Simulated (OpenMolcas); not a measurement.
Mn3+ among 6 point charges of -1 e arranged as a trigonal prism (D3h), with a polar angle of 55.0° against the regular 49.1°.

| Quantity | Value |
| --- | --- |
| Program | OpenMolcas |
| Method | CASSCF |
| Basis | ANO-RCC-VDZP [5s4p2d1f] |
| Scalar Hamiltonian | DKH2, point nucleus |
| Active space | 4 electrons in 5 orbitals (3d) |
| State averaging | 2S+1 = 5 even, 5 roots; 2S+1 = 3 even, 45 roots; 2S+1 = 1 even, 50 roots |
| Spin-orbit coupling | RASSI with atomic mean-field integrals over the reference wave functions |

All point charges move together. At R = 1.96 Å the first state of the same spin is 644.9 cm-1, and at R = 2.23 Å it is 319.9 cm-1.

Question: A third run gives 480.8 cm-1. What distance was it run at?

Answer: With a power law R^-n the two known points give n = -ln(319.9 / 644.9) / ln(2.23 / 1.96) = 5.43. Then R = 1.96 × (644.9 / 480.8)^(1/5.43) = 2.069 Å. The run was at 2.07 Å, so the estimate is off by -0.001 Å.

An orbital doublet at a regular site is open to a Jahn-Teller distortion, which this geometry leaves out. Without dynamic correlation the repulsion within the d shell is too large (B by tens of per cent), so at a given field states of lower spin stand too high. The ground term spreads over less than 5000 cm-1, several times less than with real ligands, so orbital moments are less quenched and χT lies further from the spin-only value than at real sites. Spin-orbit coupling mixes the spin-free states strongly: the lowest level takes only 64 % from its leading state, 5E (holds for R = 2.23). This is an electrostatic model: the charges have no orbitals. A group larger than the point group allows holds several states that coincide in this model. No measured value stands beside these numbers.
